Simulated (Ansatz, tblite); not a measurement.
Cost and result up the ladder for the cluster Ga₄P₄ (the lowest singlet isomer of a short search) (8 atoms). Charge 0, multiplicity 1. Geometry: PBE0-D4/def2-SVP.

```xyz
8

Ga    0.369    1.646   -2.081
Ga   -1.597   -2.109    0.425
Ga    1.347   -2.116    0.941
Ga   -0.119    2.579    0.716
P     0.239   -0.772   -1.375
P     1.560    0.279    0.179
P    -1.527    0.287   -0.362
P    -0.273    0.206    1.558
```

Ansatz on 4 threads of Arm Neoverse V2 on a shared host; xTB runs through tblite on one thread. Times are rough, summed over both states, and most runs start from the orbitals of an earlier one. PBE0-D4/def2-SVP serves as the yardstick here, not as an exact answer. The other state is a triplet.

The xTB rows come from tblite. HOMO above LUMO, or a gap near zero within one spin, warns that the state may not be the lowest or that an electron is smeared out. Another isomer (singlet) lies 0.13 eV lower at PBE0-D4/def2-TZVP; other spin states weren't run for this one.

xTB has no spin-polarisation term.

```tsv
level	functions	vertical triplet (eV)	difference from PBE0-D4/def2-SVP (eV)	remarks
PBE-D4/def2-SVP	200	1.57	-0.10	gap within one spin near zero (triplet)
GFN1-xTB	72	2.38	0.71	–
GFN2-xTB	72	2.25	0.58	–
PBE0-D4/def2-SVP	200	1.67	0.00	–
```

Task: Estimate how long each takes.

Result: GFN2-xTB 0.029 s; GFN1-xTB 0.03 s; PBE-D4/def2-SVP 23 s; PBE0-D4/def2-SVP 67 s. On shared hardware such times vary by a factor of up to 3.
